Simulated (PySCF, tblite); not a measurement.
Give a GFN2-xTB geometry of InChI=1S/C6H7N2P/c1-3-6-8(4-2)7-5-9-6/h1,5H,4H2,2H3.

```xyz
16
C6H7N2P angstrom
C      2.268   -0.778   -1.527
C      1.699   -0.084   -0.726
C      1.060    0.747    0.201
P      1.497    2.378    0.634
C      0.131    2.303    1.735
N     -0.539    1.180    1.745
N     -0.021    0.319    0.899
C     -0.651   -0.967    0.730
C     -1.565   -0.978   -0.492
H      2.769   -1.379   -2.225
H     -0.184    3.095    2.390
H      0.128   -1.728    0.625
H     -1.228   -1.155    1.638
H     -2.333   -0.214   -0.393
H     -0.991   -0.784   -1.395
H     -2.047   -1.947   -0.584
```

Any rigid rotation of these coordinates is as good. Atoms count from 1 in this order. N7 (pyrrole-type nitrogen) is planar (angles 124.7°, 119.2° and 116.0°, sum 359.9°, 0.02 Å off the plane of its three neighbours). P4 (phosphorus bonded to 2 C) is bent (angle 85.4°). The 3 C–C bonds span 1.203 Å (C1≡C2, drawn triple) to 1.527 Å (C8–C9, drawn single), a spread of 0.324 Å. The 3 C–N bonds span 1.307 Å (C5–N6, aromatic) to 1.441 Å (N7–C8, drawn single), a spread of 0.134 Å.

Bonds between heavy atoms (Å): C1≡C2 1.203, C2–C3 1.399, C3–P4 1.744, P4–C5 1.757, C5–N6 1.307, N6–N7 1.314, N7–C8 1.441, C8–C9 1.527, C3–N7 1.355.

Computed geometry: GFN2-xTB, gas phase.

Point group: C1 (no symmetry element, even within 0.4 Å). Its GFN2-xTB frequencies are all real (lowest 57 cm⁻¹). One conformer, not necessarily the lowest (N6–N7–C8–C9 98°).
